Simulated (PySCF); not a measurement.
C3H3BF2, SMILES C(F)B(C#C)F.

Geometry optimised at PBE-D3(BJ)/def2-SVP. This is a generated structure with no PubChem entry under its InChIKey; it may be hypothetical. Other conformers were not sampled.

Level of theory: PBE-D3(BJ)/def2-SVP in PySCF 2.14.0.

Frequencies are harmonic and unscaled.

Q: List the normal modes with their intensities. (An estimate is asked for; the answer gives what the named calculation found.)

A: 
| mode | ν (cm⁻¹) | IR (km/mol) | moving atoms (share of kinetic energy) |
|---|---|---|---|
| 1 | 77 | 7.8 | H 39 %, F 31 %, C 31 % |
| 2 | 109 | 2.6 | F 45 %, C 41 %, H 11 % |
| 3 | 209 | 1.7 | C 63 %, H 16 %, B 12 %, F 9 % |
| 4 | 238 | 5.8 | C 49 %, F 37 %, H 8 % |
| 5 | 395 | 2.3 | F 64 %, C 30 % |
| 6 | 435 | 8.7 | H 39 %, B 32 %, C 24 % |
| 7 | 533 | 13.8 | C 52 %, F 35 %, B 8 % |
| 8 | 642 | 5.7 | C 68 %, F 15 %, H 15 % |
| 9 | 668 | 34.2 | H 75 %, C 25 % |
| 10 | 744 | 22.0 | H 74 %, C 26 % |
| 11 | 814 | 22.8 | B 40 %, H 31 %, C 27 % |
| 12 | 1064 | 109.5 | C 48 %, F 34 %, B 14 % |
| 13 | 1154 | 114.0 | B 48 %, H 36 % |
| 14 | 1200 | 1.4 | H 91 % |
| 15 | 1259 | 232.5 | B 46 %, C 21 %, H 18 %, F 15 % |
| 16 | 1348 | 82.7 | H 44 %, B 32 %, C 16 %, F 8 % |
| 17 | 1381 | 8.4 | H 77 %, C 13 %, B 8 % |
| 18 | 2117 | 117.6 | C 89 %, H 9 % |
| 19 | 2913 | 19.9 | H 95 % |
| 20 | 2952 | 16.8 | H 91 %, C 9 % |
| 21 | 3392 | 41.3 | H 86 %, C 14 % |
